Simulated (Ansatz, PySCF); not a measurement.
Pair of molecules: CH5N (SMILES CN) (first 7 atoms) with CH2F2 (SMILES FCF); geometry from B3LYP-D3(BJ)/def2-TZVP, rigid monomers moved along the line of their centres of mass till N2···H11 is 2.70 Å.
(charge 0, multiplicity 1):
```csv
atom,x (Å),y (Å),z (Å)
C,-0.2824,-0.6010,-0.1669
N,0.2592,0.6147,0.4471
H,-1.0306,-1.0330,0.4979
H,0.5184,-1.3339,-0.2768
H,-0.7424,-0.4519,-1.1518
H,-0.4697,1.3086,0.5660
H,0.9680,1.0322,-0.1441
F,-1.0805,-1.2276,3.6108
C,0.0329,-0.5065,3.9542
F,-0.3615,0.5156,4.7712
H,0.4637,-0.0888,3.0433
H,0.6997,-1.1602,4.5193
```

Counterpoise-corrected where a basis set is named; no monomer relaxation.

Frozen-core correlation.

The values were computed with Ansatz (Gaussian orbitals); PySCF for the dispersion terms. Each number belongs to the level named beside it.

PBE/def2-TZVPPD gives -2.66 kcal/mol for the interaction energy.

Q: Where do these levels fall relative to PBE: PBE-D3(BJ)/def2-TZVPPD, r2SCAN/def2-TZVPPD, PBE0/def2-TZVPPD, wB97M-V/def2-TZVPPD, MP2/aug-cc-pVDZ, CCSD(T)/aug-cc-pVDZ.

A: PBE-D3(BJ)/def2-TZVPPD -0.71; r2SCAN/def2-TZVPPD 0.01; PBE0/def2-TZVPPD -0.02; wB97M-V/def2-TZVPPD -0.51; MP2/aug-cc-pVDZ -0.30; CCSD(T)/aug-cc-pVDZ -0.33 kcal/mol. 1 of 6 lie above PBE; the widest gap is to PBE-D3(BJ)/def2-TZVPPD.

Ansatz is a first-principles code.
